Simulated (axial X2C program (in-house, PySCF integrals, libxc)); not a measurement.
# What spin–orbit coupling does to TaSe

All values were computed with an axial X2C code built on PySCF integrals. Spin-free means the one-electron spin-free X2C Hamiltonian; two-component (2c) means X2C with spin–orbit coupling and atomic mean-field two-electron Coulomb and Gaunt terms, so the difference of the two also holds small scalar two-electron terms. Basis: Ta dyall-cv3z [13s14p9d7f4g], Se dyall-cv3z [8s9p6d4f1g] (cores contracted in-house); Gaussian nuclei, density fitting, unrestricted open shells. Masses: Ta 180.948 u, Se 79.917 u.

Spin-free state: M_S = 3/2, Λ = 0 (beyond evenly filled blocks: σα, δ+α, δ-α); fragments Ta + Se.

```
 level  Re (Å)  ωe (cm⁻¹)  De (eV)  μ (D)
  PBE0   2.255      349.5    5.026  -4.66
PBEsol   2.252      343.6    5.881  -3.80
```

Dipoles are positive if Se is the positive end.

Two-component determinant lowest at the distance of the search:

Ω = 3/2 (⟨Sz⟩ = 1.49, ⟨Lz⟩ = 0.01 at PBE0); fragments Ta + Se.

```
 level  Re (Å)  ωe (cm⁻¹)  μ (D)
  PBE0   2.256      348.4  -4.65
PBEsol   2.253      342.6  -3.79
```

(1) From the two tables, how do the constants change at the PBE0 level (2c against spin-free)?

One determinant describes the state; a PBE0 search over occupations chose it and may have missed a lower one. Dissociation energies refer to the lowest single-determinant-based atoms at the same level and basis. De is not given where an atomic determinant may have missed its ground term or J level, or where the truncated virtual space spoils (T). Density functionals use the spin component along the axis (collinear). PBE0 can misorder states that lie within some tenths of an eV, so this need not be the ground state of the molecule. The nearest other spin-free determinant of the search, M_S = 1/2, Λ = 2, lies 0.26 eV up at the distance of the search. The functionals have no current-density term, which raises determinants with orbital currents, atoms included. With several unpaired electrons one determinant need not be a pure state. This is the top spin component of a Σ state; components of lower Ω are not single determinants and can lie lower. The determinant is spin-polarised beyond a pure state at some levels (its spin-free form has ⟨S²⟩ too high), which makes Re and μ there less reliable.

Results:

(1) At the PBE0 level Re rises by 0.001 Å and ωe falls by 1.1 cm⁻¹.
